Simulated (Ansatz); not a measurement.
Basis sets compared for Sn₃S₃ (the lowest singlet isomer of a short search). The state is a singlet with charge 0. Geometry r2SCAN-D4/def2-SVP. Ansatz on 4 threads of Arm Neoverse V1 on a shared host; times are rough, and most runs start from earlier orbitals.

```xyz
6

Sn   -1.427    1.029    0.128
Sn   -0.097   -2.089    1.469
Sn    1.481    0.137   -0.948
S    -0.764   -1.461   -0.852
S     0.707    0.262    1.695
S     0.099    2.121   -1.492
```

In the def2 sets Sn takes a core potential, while STO-3G treats all electrons; there is no spin–orbit coupling. The structure comes from a short search, and lower isomers may exist.

STO-3G and 6-31G are all-electron sets without relativity, so their totals don't compare with the def2 sets.

Binding counts from free atoms (Sn triplet, S triplet) in the same basis, without a counterpoise term.

| level | functions | energy (Eh) | HOMO (eV) | LUMO (eV) | binding per atom (eV) | wall time |
| --- | --- | --- | --- | --- | --- | --- |
| HF/STO-3G | 108 | -19069.5843 | -3.75 | 3.65 | 2.61 | 2.5 s |
| HF/def2-TZVP | 261 | -1832.9161 | -8.00 | -0.54 | 1.77 | 8.5 s |
| PBE-D4/def2-SVP | 132 | -1836.8710 | -5.40 | -3.61 | 3.34 | 1.9 s |
| PBE-D4/def2-TZVP | 261 | -1837.3044 | -5.42 | -3.65 | 3.36 | 4.1 s |
| r2SCAN-D4/def2-TZVP | 261 | -1837.9533 | -5.64 | -3.67 | 3.22 | 12 s |
| PBE0-D4/def2-SVP | 132 | -1836.9751 | -6.24 | -3.07 | 3.17 | 3.2 s |
| PBE0-D4/def2-TZVP | 261 | -1837.4035 | -6.25 | -3.07 | 3.20 | 13 s |

Q: Estimate the rows for PBE-D4/def2-TZVPD, r2SCAN-D4/def2-TZVPD, PBE0-D4/def2-TZVPD.

A: 
```json
{"level": "PBE-D4/def2-TZVPD", "functions": "306", "energy (Eh)": "-1837.3064", "HOMO (eV)": "-5.45", "LUMO (eV)": "-3.67", "binding per atom (eV)": "3.36", "wall time": "7.5 s"}
{"level": "r2SCAN-D4/def2-TZVPD", "functions": "306", "energy (Eh)": "-1837.9552", "HOMO (eV)": "-5.65", "LUMO (eV)": "-3.67", "binding per atom (eV)": "3.22", "wall time": "16 s"}
{"level": "PBE0-D4/def2-TZVPD", "functions": "306", "energy (Eh)": "-1837.4054", "HOMO (eV)": "-6.27", "LUMO (eV)": "-3.08", "binding per atom (eV)": "3.20", "wall time": "16 s"}
```
